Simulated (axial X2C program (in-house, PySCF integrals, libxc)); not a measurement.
## Low determinants of SnH⁻ at the PBE0 level, 2c

Computed with an axial X2C code built on PySCF integrals. Two-component (2c) means X2C with spin–orbit coupling and atomic mean-field two-electron Coulomb and Gaunt terms. Basis: Sn dyall-acv3z [12s13p10d5f1g], H dyall-av3z [7s3p2d] (cores contracted in-house); Gaussian nuclei, density fitting, unrestricted open shells. Masses: Sn 119.902 u, H 1.008 u.

Search at 1.812 Å (vertical energies from the lowest determinant):

```json
{"ΔE (eV)": "0.00", "state": "Ω = 1", "electrons beyond evenly filled partner blocks": "ω = -1/2, ω = 3/2", "electrons in ±ω = 1/2, 3/2, 5/2, 7/2": "33 15 4 0"}
{"ΔE (eV)": "0.41", "state": "Ω = 0", "electrons beyond evenly filled partner blocks": "none", "electrons in ±ω = 1/2, 3/2, 5/2, 7/2": "34 14 4 0"}
{"ΔE (eV)": "0.61", "state": "Ω = 2", "electrons beyond evenly filled partner blocks": "ω = 1/2, ω = 3/2", "electrons in ±ω = 1/2, 3/2, 5/2, 7/2": "33 15 4 0"}
{"ΔE (eV)": "0.81", "state": "Ω = 0", "electrons beyond evenly filled partner blocks": "none", "electrons in ±ω = 1/2, 3/2, 5/2, 7/2": "32 16 4 0"}
{"ΔE (eV)": "1.69", "state": "Ω = 1", "electrons beyond evenly filled partner blocks": "2 × ω = 1/2", "electrons in ±ω = 1/2, 3/2, 5/2, 7/2": "34 14 4 0"}
{"ΔE (eV)": "2.28", "state": "Ω = 3", "electrons beyond evenly filled partner blocks": "2 × ω = 3/2", "electrons in ±ω = 1/2, 3/2, 5/2, 7/2": "32 16 4 0"}
{"ΔE (eV)": "3.32", "state": "Ω = 1", "electrons beyond evenly filled partner blocks": "2 × ω = 1/2", "electrons in ±ω = 1/2, 3/2, 5/2, 7/2": "32 16 4 0"}
```

Lowest determinant, Ω = 1 (⟨Sz⟩ = 1.00, ⟨Lz⟩ = 0.00 at PBE0): Re = 1.810 Å, ωe = 1542.0 cm⁻¹.

The determinant in row 2 of the search, Ω = 0 (closed shell), was followed along the bond at PBE0; measured from the minimum of the lowest determinant it gives:

Te = 0.411 eV (3313 cm⁻¹), Re = 1.808 Å, ωe = 1552.2 cm⁻¹.

Question: Compare the bond of the determinant in row 2 with that of the lowest one.

Answer: At PBE0 its Re is 0.002 Å shorter and its force constant, which goes as ωe², is 1.01 times that of the lowest determinant. T0 ≈ Te + Δωe/2 = 3313 + (5) = 3318 cm⁻¹.

The search compares states at one distance, so a state with another bond length can lie lower; it is not exhaustive and yields mostly the lowest determinant of each block pattern, so other components and higher states of one pattern are missing. These are energies of single determinants, not of spin-adapted states; PBE0 term energies can be off by some tenths of an eV, and the functional has no current term. Open-shell Ω = 0 determinants with evenly filled partner blocks cannot be reached by this program, so the Ω shown need not be the lowest component. The lowest determinant need not be the ground state where others lie within half an eV. A closed-shell Ω = 0 row of a π² shell mixes the 0⁺ component of the triplet with ¹Σ⁺ and matches no level; 0⁺ can lie lowest. For an anion, determinants above electron detachment are held by the basis set. The highest occupied level of some functionals is positive through self-interaction error; at Hartree–Fock it is bound. Row 1 has a positive highest level at its minimum. Row 2 has a positive highest level at its minimum.
